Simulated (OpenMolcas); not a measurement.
## Ce3+: effect of the metal basis and ligand basis

Ce3+ with 8 ligands (oxide) in cubic eightfold coordination (Oh) at 2.52 Å. A charge of +1.62 e stands 2.6 Å behind each ligand.

```yaml
Program: OpenMolcas 26.06
Method: CASSCF
Spin-orbit_coupling: RASSI with atomic mean-field integrals over the reference wave functions
```

Fixed: active space 1 electron in 7 orbitals (4f), DKH2 Hamiltonian.

States (labels of O, the rotations of Oh). Energies in cm-1 above the lowest state or level, χT in cm3 K/mol; under a threefold ground state the first gap can be a small split of the lowest multiplet, not the spin-orbit step.

| Run | Metal basis | Ligand basis | Ground state | First state of that spin | First gap with spin-orbit (degeneracies) | Width of lowest J | χT at 300 K | Cost |
| --- | --- | --- | --- | --- | --- | --- | --- | --- |
| A | ANO-RCC-VDZP | ANO-RCC-VDZP | 2T1 | 2T2 200.9 | 497.1 (4, 2) | 497 | 0.690 | roughly 40 core-seconds |
| B | ANO-RCC-VTZP | ANO-RCC-VTZP | 2T1 | 2T2 239.8 | 251.0 (4, 2) | 251 | 0.762 | roughly 5 core-minutes |

Against A, the width of the lowest J multiplet changes by -49.5 % in B.

Costs are those of the RASSCF and RASSI steps.

The oxide ions are held by bare point charges, a crude embedding. No measured value stands beside these numbers; the geometry is a model, was not optimised and need not be the one that this ion takes.
